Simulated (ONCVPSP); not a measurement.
## Ag ONCV: all-electron and pseudo phase curves

* Element: silver (Ag)
* Generator: ONCVPSP 4.0.1
* Type: optimised norm-conserving Vanderbilt (ONCV)
* Functional: PBEsol
* Relativity: fully relativistic
* Frozen core: [Ar] 3d10
* Valence charge: 19
* Reference configuration: 4s2 4p6 4d10 5s1
* Partial waves: 4s+5s: rc 1.20 bohr, ncon 3, nbas 8, qcut 10.3 1/bohr, 2 projectors; 4p: rc 1.15 bohr, ncon 4, nbas 7, qcut 8.4 1/bohr, 2 projectors, debl 1.1 Ha; 4d: rc 1.15 bohr, ncon 4, nbas 7, qcut 7.8 1/bohr, 2 projectors, debl 1.1 Ha
* Local potential: polynomial inside 0.95 bohr (lpopt 5, dvloc0 2 Ha)
* Core correction: polynomial model core, fcfact 0.45

Open shells are filled in proportion to 2j + 1.

In the p channel the program set the typed energies aside and used -2.091, 0.250 Ha (j = l + 1/2; the other j can differ).

The phase is arctan(r·R′/R) of the radial function R(r), unwrapped; energies in Ha, scanned from -5 to 5 Ha. A pole is an energy at which the radial function vanishes at the test radius. The pseudo phase is shifted by a multiple of π to meet the all-electron one at the reference energy, and phase errors are pseudo minus all-electron; the curves can meet again beyond the range given. Levels narrower than the energy grid can be missing from the lists of poles.

| channel | radius (bohr) | reference energy (Ha) | poles, all-electron | poles, pseudo | unbroken range about the reference energy with phases within 0.05 rad | phase error 1 Ha above the reference energy (rad) |
| --- | --- | --- | --- | --- | --- | --- |
| s | 1.22 | -0.16 | -1.50 | -1.50 | the whole range | -0.000 |
| p3/2 | 1.17 | -2.09 | 1.08 | 1.08 | the whole range | -0.000 |
| p1/2 | 1.17 | -2.28 | 0.62 | 0.62 | the whole range | -0.000 |
| d5/2 | 1.17 | -0.27 | 3.77 | 3.77 | the whole range | +0.000 |
| d3/2 | 1.17 | -0.29 | 3.67 | 3.67 | the whole range | +0.000 |

Phases in the d3/2 channel:

```json
{"E (Ha)": "-4.96", "all-electron": "1.109", "pseudo": "1.108"}
{"E (Ha)": "-4.48", "all-electron": "1.060", "pseudo": "1.059"}
{"E (Ha)": "-4.00", "all-electron": "0.996", "pseudo": "0.995"}
{"E (Ha)": "-3.52", "all-electron": "0.910", "pseudo": "0.909"}
{"E (Ha)": "-3.04", "all-electron": "0.788", "pseudo": "0.788"}
{"E (Ha)": "-2.56", "all-electron": "0.611", "pseudo": "0.611"}
{"E (Ha)": "-2.08", "all-electron": "0.349", "pseudo": "0.348"}
{"E (Ha)": "-1.60", "all-electron": "-0.015", "pseudo": "-0.015"}
{"E (Ha)": "-1.12", "all-electron": "-0.418", "pseudo": "-0.418"}
{"E (Ha)": "-0.64", "all-electron": "-0.756", "pseudo": "-0.756"}
{"E (Ha)": "-0.16", "all-electron": "-0.994", "pseudo": "-0.994"}
{"E (Ha)": "0.32", "all-electron": "-1.154", "pseudo": "-1.154"}
{"E (Ha)": "0.80", "all-electron": "-1.266", "pseudo": "-1.266"}
{"E (Ha)": "1.28", "all-electron": "-1.348", "pseudo": "-1.348"}
{"E (Ha)": "1.76", "all-electron": "-1.411", "pseudo": "-1.411"}
{"E (Ha)": "2.24", "all-electron": "-1.461", "pseudo": "-1.461"}
{"E (Ha)": "2.72", "all-electron": "-1.503", "pseudo": "-1.503"}
{"E (Ha)": "3.20", "all-electron": "-1.539", "pseudo": "-1.539"}
{"E (Ha)": "3.68", "all-electron": "-1.571", "pseudo": "-1.572"}
{"E (Ha)": "4.16", "all-electron": "-1.601", "pseudo": "-1.602"}
{"E (Ha)": "4.64", "all-electron": "-1.630", "pseudo": "-1.630"}
```
